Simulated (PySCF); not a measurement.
## Radial density of Fe+ (iron, charge +1)

UHF, [Ar] 3d6 4s1, high-spin 6D determinant. All numbers are calculated (PySCF 2.14, the non-relativistic Hamiltonian (point nucleus), in def2-SVP).

```
r (bohr)  4πr²ρ (e/bohr)  4πr²(ρα − ρβ)
 0.00109          0.1651         0.0001
 0.00183          0.4560         0.0002
 0.00309           1.217         0.0005
 0.00519           3.071         0.0013
 0.00873           7.251         0.0030
  0.0147           15.05         0.0060
  0.0247           25.54         0.0090
  0.0416           31.17         0.0075
  0.0699           26.02         0.0033
   0.118           26.74         0.0481
   0.198           34.68         0.3435
   0.333           18.27         1.4266
   0.560           14.93         3.4015
   0.941           13.23         3.2651
    1.58           3.147         1.3954
    2.66          0.6625         0.5442
    4.48          0.1089         0.1088
    7.53       0.0003824         0.0004
```
